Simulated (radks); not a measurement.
Values are calculated unless marked as measured or tabulated.
The selenium ion Se2+, configuration [Ar] 3d10 4s2 4p2. Code: a radial shooting solver on a logarithmic mesh with Libxc functionals. Model: Dirac Kohn-Sham, LDA (Slater exchange, Perdew-Wang correlation), spin-unpolarised, spherical densities, point nucleus; open shells are shared between the two j in proportion to 2j + 1.

Unscreened Slater integrals over Kohn-Sham orbitals (hartree). Large and small components are both included.

integral            value
F0(4p3/2,4p3/2)   0.45292
F2(4p3/2,4p3/2)   0.23873
F0(4p3/2,4p1/2)   0.45643
G2(4p3/2,4p1/2)   0.24034
F0(4p3/2,4s1/2)   0.48770
G1(4p3/2,4s1/2)   0.32378
F0(4p3/2,3d5/2)   0.58748
F2(4p3/2,3d5/2)   0.12384
G1(4p3/2,3d5/2)  0.043434
G3(4p3/2,3d5/2)  0.039435
F0(4p1/2,4p1/2)   0.46004
F0(4p1/2,4s1/2)   0.49230
G1(4p1/2,4s1/2)   0.32979
F0(4p1/2,3d5/2)   0.59598
G3(4p1/2,3d5/2)  0.041014
F0(4s1/2,4s1/2)   0.53371
F0(4s1/2,3d5/2)   0.67863
G2(4s1/2,3d5/2)  0.062574
F0(3d5/2,3d5/2)    1.4591
F2(3d5/2,3d5/2)   0.69183
F4(3d5/2,3d5/2)   0.43380
